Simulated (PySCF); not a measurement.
PySCF input file for FeCl3, SMILES [Cl][Fe]([Cl])[Cl] (connectivity only; charge and spin as stated), neutral, multiplicity 6, TDA-ωB97X/def2-SVPD. Geometry: PBE0-D3(BJ)/def2-SVP. The spin state was assumed, not searched. The isomer is the one that the SMILES or the coordinates give; other isomers of the formula were not compared.

```python
import numpy as np
from pyscf import gto, scf, dft, tdscf

mol = gto.M(
    atom='''
    Fe    0.00000000   -0.00000000   -0.00000000
    Cl    2.13946881   -0.00000000    0.00000000
    Cl   -1.06973441   -1.85283434    0.00000000
    Cl   -1.06973440    1.85283434    0.00000000
    ''',
    basis='def2-SVPD',
    charge=0,
    spin=5,
    max_memory=1600,
    verbose=4,
)
mf = dft.UKS(mol, xc='wb97x').density_fit(auxbasis='def2-universal-jkfit')
mf.grids.level = 3
mf.conv_tol = 1e-9
mf.max_cycle = 100
mf.kernel()
fine, coarse = mf.grids, dft.Grids(mol).set(level=1).build(with_non0tab=True)
for _ in range(3):  # follow internal instabilities
    mf.grids = coarse
    mo, _, stable, _ = mf.stability(return_status=True, nroots=4)
    mf.grids = fine
    if stable:
        break
    mf.kernel(mf.make_rdm1(mo, mf.mo_occ))
mf.grids = dft.Grids(mol).set(level=1).build(with_non0tab=True)  # coarser grid for the response kernel
td = tdscf.TDA(mf)
td.nstates = 10
td.conv_tol = 1e-4
td.positive_eig_threshold = 1e-6
td.kernel(x0=td.get_init_guess(mf, 15))
td.analyze()
```

Program output:

```
PySCF version 2.14.0

[INPUT] verbose = 4
[INPUT] num. atoms = 4
[INPUT] num. electrons = 77
[INPUT] charge = 0
[INPUT] spin (= nelec alpha-beta = 2S) = 5
[INPUT] symmetry False subgroup None
[INPUT] Mole.unit = angstrom
[INPUT] Symbol           X                Y                Z      unit          X                Y                Z       unit  Magmom
[INPUT]  1 Fe     0.000000000000   0.000000000000   0.000000000000 AA    0.000000000000   0.000000000000   0.000000000000 Bohr   0.0
[INPUT]  2 Cl     2.139468810000   0.000000000000   0.000000000000 AA    4.043010102949   0.000000000000   0.000000000000 Bohr   0.0
[INPUT]  3 Cl    -1.069734410000  -1.852834340000   0.000000000000 AA   -2.021505060923  -3.501349456789   0.000000000000 Bohr   0.0
[INPUT]  4 Cl    -1.069734400000   1.852834340000   0.000000000000 AA   -2.021505042026   3.501349456789   0.000000000000 Bohr   0.0

nuclear repulsion = 451.782863982164
number of shells = 45
number of NR pGTOs = 211
number of NR cGTOs = 115
basis = def2-SVPD
ecp = {}


[settings echo left out]
init E= -2642.41181458964
  alpha nocc = 41  HOMO = 0.143185701487236  LUMO = 0.154741155363005
  beta  nocc = 36  HOMO = -0.41791524980699  LUMO = 0.0518263186819192

WARN: HOMO 0.143185701487236 >= LUMO 0.0518263186819192

cycle= 1 E= -2629.5539054668  delta_E= 12.9  |g|=  3.5  |ddm|=   45
  alpha nocc = 41  HOMO = -1.0416691546385  LUMO = -0.916693976758659
  beta  nocc = 36  HOMO = -1.33932127212524  LUMO = -1.23963815888257

WARN: HOMO -1.0416691546385 >= LUMO -1.23963815888257

cycle= 2 E= -2602.07172906624  delta_E= 27.5  |g|= 6.66  |ddm|= 45.3
  alpha nocc = 41  HOMO = -0.761156451095395  LUMO = -0.461697999807549

WARN: beta  nocc = 36  HOMO -0.782956878196192 >= LUMO -0.781961943417464


WARN: HOMO -0.761156451095395 >= LUMO -0.781961943417464

cycle= 3 E= -2632.57815203302  delta_E= -30.5  |g|= 4.18  |ddm|= 17.2
  alpha nocc = 41  HOMO = -0.692810441314702  LUMO = -0.238312847475237
  beta  nocc = 36  HOMO = -0.657611511633163  LUMO = -0.567432263600378
  HOMO = -0.657611511633  LUMO = -0.5674322636  gap/eV = 2.45390
cycle= 4 E= -2636.82126103905  delta_E= -4.24  |g|= 3.71  |ddm|= 1.76
  alpha nocc = 41  HOMO = -0.690135316425925  LUMO = -0.169588622222096
  beta  nocc = 36  HOMO = -0.627920632428276  LUMO = -0.538483389463853
  HOMO = -0.627920632428  LUMO = -0.538483389464  gap/eV = 2.43371
cycle= 5 E= -2636.99867854306  delta_E= -0.177  |g|=  3.7  |ddm|= 0.645
  alpha nocc = 41  HOMO = -0.688565298138766  LUMO = -0.168665996891237
  beta  nocc = 36  HOMO = -0.626808483977456  LUMO = -0.537226739232156
  HOMO = -0.626808483977  LUMO = -0.537226739232  gap/eV = 2.43764
cycle= 6 E= -2637.08792294578  delta_E= -0.0892  |g|= 3.69  |ddm|= 0.032
  alpha nocc = 41  HOMO = -0.657743015672557  LUMO = -0.155720810314839
  beta  nocc = 36  HOMO = -0.602706803153926  LUMO = -0.501962809275201
  HOMO = -0.602706803154  LUMO = -0.501962809275  gap/eV = 2.74138
cycle= 7 E= -2637.29223302799  delta_E= -0.204  |g|= 3.69  |ddm|= 0.267
  alpha nocc = 41  HOMO = -0.569044563826804  LUMO = -0.0585682810604409
  beta  nocc = 36  HOMO = -0.515002336000938  LUMO = -0.408377632746958
  HOMO = -0.515002336001  LUMO = -0.408377632747  gap/eV = 2.90141
cycle= 8 E= -2638.59054677233  delta_E= -1.3  |g|= 3.43  |ddm|= 0.635
  alpha nocc = 41  HOMO = -0.578030416706036  LUMO = -0.083265189831665
  beta  nocc = 36  HOMO = -0.53247622416202  LUMO = -0.41998072097592
  HOMO = -0.532476224162  LUMO = -0.419980720976  gap/eV = 3.06116
cycle= 9 E= -2639.00981935235  delta_E= -0.419  |g|= 3.34  |ddm|= 0.283
  alpha nocc = 41  HOMO = 0.180000611471276  LUMO = 0.192970060446937
  beta  nocc = 36  HOMO = -0.116481242524631  LUMO = 0.0781606994799322

WARN: HOMO 0.180000611471276 >= LUMO 0.0781606994799322

cycle= 10 E= -2623.73720313618  delta_E= 15.3  |g|= 4.96  |ddm|= 35.7
  alpha nocc = 41  HOMO = -0.297593959746415  LUMO = -0.00282722350577913
  beta  nocc = 36  HOMO = -0.319065807367525  LUMO = -0.30137918888715

WARN: HOMO -0.297593959746415 >= LUMO -0.30137918888715

cycle= 11 E= -2643.66396766793  delta_E= -19.9  |g|= 0.653  |ddm|= 35.5
  alpha nocc = 41  HOMO = -0.312914611179321  LUMO = 0.0781510154748215
  beta  nocc = 36  HOMO = -0.348986419683325  LUMO = -0.00977346429261357
  HOMO = -0.312914611179  LUMO = -0.00977346429261  gap/eV = 8.24889
cycle= 12 E= -2643.65319763926  delta_E= 0.0108  |g|= 0.745  |ddm|= 0.608
  alpha nocc = 41  HOMO = -0.368813499204786  LUMO = 0.0650971400253519
  beta  nocc = 36  HOMO = -0.358856823107107  LUMO = -0.0504292520602284
  HOMO = -0.358856823107  LUMO = -0.0504292520602  gap/eV = 8.39274
cycle= 13 E= -2643.75612571215  delta_E= -0.103  |g|= 0.535  |ddm|= 0.199
  alpha nocc = 41  HOMO = -0.438064797701428  LUMO = 0.041521732424413
  beta  nocc = 36  HOMO = -0.418313434836746  LUMO = -0.145062485479896
  HOMO = -0.418313434837  LUMO = -0.14506248548  gap/eV = 7.43554
cycle= 14 E= -2643.87494339499  delta_E= -0.119  |g|= 0.042  |ddm|= 0.582
  alpha nocc = 41  HOMO = -0.437627683449496  LUMO = 0.0434112200999364
  beta  nocc = 36  HOMO = -0.424816838149708  LUMO = -0.130256738653577
  HOMO = -0.42481683815  LUMO = -0.130256738654  gap/eV = 8.01539
cycle= 15 E= -2643.87588506348  delta_E= -0.000942  |g|= 0.0114  |ddm|= 0.0444
  alpha nocc = 41  HOMO = -0.43579657035902  LUMO = 0.0441044362075065
  beta  nocc = 36  HOMO = -0.424272242352317  LUMO = -0.127937836883619
  HOMO = -0.424272242352  LUMO = -0.127937836884  gap/eV = 8.06367
cycle= 16 E= -2643.87609033637  delta_E= -0.000205  |g|= 0.00715  |ddm|= 0.0221
  alpha nocc = 41  HOMO = -0.435337400005104  LUMO = 0.0444217838382572
  beta  nocc = 36  HOMO = -0.424625002455921  LUMO = -0.126360485964478
  HOMO = -0.424625002456  LUMO = -0.126360485964  gap/eV = 8.11619
cycle= 17 E= -2643.87619864201  delta_E= -0.000108  |g|= 0.00291  |ddm|= 0.0196
  alpha nocc = 41  HOMO = -0.435659027517564  LUMO = 0.0442334364127577
  beta  nocc = 36  HOMO = -0.425156455552123  LUMO = -0.126784244931826
  HOMO = -0.425156455552  LUMO = -0.126784244932  gap/eV = 8.11912
cycle= 18 E= -2643.87621713557  delta_E= -1.85e-05  |g|= 0.00137  |ddm|= 0.00758
  alpha nocc = 41  HOMO = -0.435649766228201  LUMO = 0.0441160070622049
  beta  nocc = 36  HOMO = -0.425217497930297  LUMO = -0.12712692321965
  HOMO = -0.42521749793  LUMO = -0.12712692322  gap/eV = 8.11146
cycle= 19 E= -2643.87622422971  delta_E= -7.09e-06  |g|= 0.000492  |ddm|= 0.00627
  alpha nocc = 41  HOMO = -0.435649677906167  LUMO = 0.0441040669502053
  beta  nocc = 36  HOMO = -0.425163977132392  LUMO = -0.127110701637575
  HOMO = -0.425163977132  LUMO = -0.127110701638  gap/eV = 8.11044
cycle= 20 E= -2643.87622529141  delta_E= -1.06e-06  |g|= 0.000356  |ddm|= 0.00217
  alpha nocc = 41  HOMO = -0.435680478190658  LUMO = 0.0440747937811894
  beta  nocc = 36  HOMO = -0.425125631612346  LUMO = -0.127275960087628
  HOMO = -0.425125631612  LUMO = -0.127275960088  gap/eV = 8.10490
cycle= 21 E= -2643.87622568961  delta_E= -3.98e-07  |g|= 0.000147  |ddm|= 0.00158
  alpha nocc = 41  HOMO = -0.435691523008326  LUMO = 0.0440693109030841
  beta  nocc = 36  HOMO = -0.425096681573162  LUMO = -0.127347396127472
  HOMO = -0.425096681573  LUMO = -0.127347396127  gap/eV = 8.10217
cycle= 22 E= -2643.87622574629  delta_E= -5.67e-08  |g|= 1.8e-05  |ddm|= 0.000687
  alpha nocc = 41  HOMO = -0.435691476554729  LUMO = 0.0440693139279631
  beta  nocc = 36  HOMO = -0.425094053202351  LUMO = -0.127352974728997
  HOMO = -0.425094053202  LUMO = -0.127352974729  gap/eV = 8.10195
cycle= 23 E= -2643.87622574712  delta_E= -8.29e-10  |g|= 6.5e-06  |ddm|= 7.4e-05
  alpha nocc = 41  HOMO = -0.435691008988426  LUMO = 0.0440697330277757
  beta  nocc = 36  HOMO = -0.425093501006929  LUMO = -0.127352993704954
  HOMO = -0.425093501007  LUMO = -0.127352993705  gap/eV = 8.10193
Extra cycle  E= -2643.87622574718  delta_E= -6.28e-11  |g|= 3.05e-06  |ddm|= 1.22e-05
converged SCF energy = -2643.87622574718  <S^2> = 8.7642763  2S+1 = 6.0047569
tot grids = 26400
uhf_internal: lowest eigs of H = [0.16162475 0.16185037 0.16238169 0.1624599 ]
<class 'pyscf.df.df_jk.DFUKS'> wavefunction is stable in the internal stability analysis
tot grids = 26400
Overwritten attributes  positive_eig_threshold  of <class 'pyscf.tdscf.uks.TDA'>


******** <class 'pyscf.tdscf.uks.TDA'> for <class 'pyscf.df.df_jk.DFUKS'> ********
nstates = 10
deg_eia_thresh = 1.000e-03
wfnsym = None
conv_tol = 0.0001
eigh lindep = 1e-12
eigh level_shift = 0
eigh max_cycle = 100


Excitation energies (eV)
[2.32028566 2.32047325 2.39190764 2.67580489 2.67742128 2.83676873
 2.83696512 2.98018898 3.0880639  3.09251218]

** Excitation energies and oscillator strengths **
Excited State   1:      2.32029 eV    534.35 nm  f=0.0000
      31b ->   38b      0.19302
      32b ->   39b     -0.19301
      36b ->   38b     -0.95526
Excited State   2:      2.32047 eV    534.31 nm  f=0.0000
      31b ->   39b      0.19290
      32b ->   38b      0.19306
      36b ->   39b      0.95528
Excited State   3:      2.39191 eV    518.35 nm  f=0.0000
      36b ->   37b      0.99647
Excited State   4:      2.67580 eV    463.35 nm  f=0.0000
      33b ->   37b     -0.98648
Excited State   5:      2.67742 eV    463.07 nm  f=0.0000
      34b ->   37b      0.98637
Excited State   6:      2.83677 eV    437.06 nm  f=0.0157
      29b ->   37b      0.15859
      33b ->   38b      0.56062
      34b ->   39b     -0.56015
      35b ->   38b     -0.38466
      36b ->   41b      0.40987
Excited State   7:      2.83697 eV    437.03 nm  f=0.0157
      30b ->   37b      0.15892
      33b ->   39b     -0.56046
      34b ->   38b     -0.56010
      35b ->   39b     -0.38472
      36b ->   40b      0.40992
Excited State   8:      2.98019 eV    416.03 nm  f=0.0000
      29b ->   39b     -0.28281
      30b ->   38b      0.28288
      31b ->   39b     -0.64222
      32b ->   38b      0.64253
Excited State   9:      3.08806 eV    401.49 nm  f=0.0061
      33b ->   41b      0.10466
      34b ->   40b      0.10534
      35b ->   37b     -0.98164
Excited State  10:      3.09251 eV    400.92 nm  f=0.0000
      33b ->   38b     -0.70605
      34b ->   39b     -0.70652

** Transition electric dipole moments (AU) **
state          X           Y           Z        Dip. S.      Osc.
  1        -0.0000      0.0000     -0.0000      0.0000      0.0000
  2        -0.0000      0.0000      0.0000      0.0000      0.0000
  3         0.0000      0.0002     -0.0000      0.0000      0.0000
  4         0.0000      0.0000     -0.0007      0.0000      0.0000
  5        -0.0000      0.0000      0.0000      0.0000      0.0000
  6         0.0000      0.4750      0.0000      0.2256      0.0157
  7         0.4745     -0.0000     -0.0000      0.2252      0.0157
  8        -0.0000     -0.0000      0.0000      0.0000      0.0000
  9        -0.0000      0.0000     -0.2828      0.0800      0.0061
 10        -0.0000      0.0001      0.0000      0.0000      0.0000

** Transition velocity dipole moments (imaginary part, AU) **
state          X           Y           Z        Dip. S.      Osc.
  1        -0.0000     -0.0000      0.0000      0.0000      0.0000
  2         0.0000     -0.0000      0.0000      0.0000      0.0000
  3        -0.0000     -0.0000     -0.0000      0.0000      0.0000
  4        -0.0000      0.0000      0.0001      0.0000      0.0000
  5        -0.0000      0.0000     -0.0000      0.0000      0.0000
  6        -0.0000     -0.0028     -0.0000      0.0000      0.0001
  7        -0.0028      0.0000     -0.0000      0.0000      0.0001
  8        -0.0000      0.0000     -0.0000      0.0000      0.0000
  9         0.0000     -0.0000      0.0475      0.0023      0.0133
 10         0.0000     -0.0000     -0.0000      0.0000      0.0000

** Transition magnetic dipole moments (imaginary part, AU) **
state          X           Y           Z
  1        -0.0000     -0.3341     -0.0000
  2         0.3339     -0.0000     -0.0000
  3        -0.0000     -0.0000     -0.2331
  4         0.0000     -0.8809      0.0000
  5         0.8799      0.0000     -0.0000
  6        -0.0000      0.0000     -0.0003
  7        -0.0000      0.0000      0.0000
  8         0.0002     -0.0000     -0.0000
  9         0.0000      0.0004      0.0000
 10         0.0000      0.0000      0.6187
```

The calculation finished and met its thresholds.

Cost: very roughly 4 core-minutes.
